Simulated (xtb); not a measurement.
TeCl₃, SMILES Cl[Te+](Cl)Cl, charge +1. All values are semi-empirical tight-binding results from xtb (GFN2-xTB unless named), good for trends rather than for accurate numbers. The structure is a stationary point at GFN2-xTB. The spin state was assumed, not searched. The isomer is the one that the SMILES or the coordinates give; other isomers of the formula were not compared.

Optimised geometry:

Bonded distances (Å): Te1–Cl2 2.279, Te1–Cl3 2.279, Te1–Cl4 2.279. Bond angles (°): Cl2–Te1–Cl3 100.5, Cl2–Te1–Cl4 100.5, Cl3–Te1–Cl4 100.5.
Charge +1, spin multiplicity 1.

Computed properties:
```yaml
point_group_as_xtb_finds_it: C3v
orbital_gap: 4.53 eV
zero_point_energy: 2.1 kcal/mol
G − E(el) at 298.15 K (modified RRHO): -17.9 kcal/mol
static polarisability (D4 model): 81.0 bohr³
solvation energy, GFN2-xTB/ALPB(water): -48.7 kcal/mol
solvation energy, GFN2-xTB/ALPB(benzene): -43.5 kcal/mol
```

### Question
Give the atomic charges and the Wiberg bond orders between heavy atoms. (Estimate from the structure and the level; the computed values follow.)

### Answer
charges (e) Te1 0.30, Cl2 0.23, Cl3 0.23, Cl4 0.23. Bond orders Te1–Cl2 1.48, Te1–Cl3 1.48, Te1–Cl4 1.48.
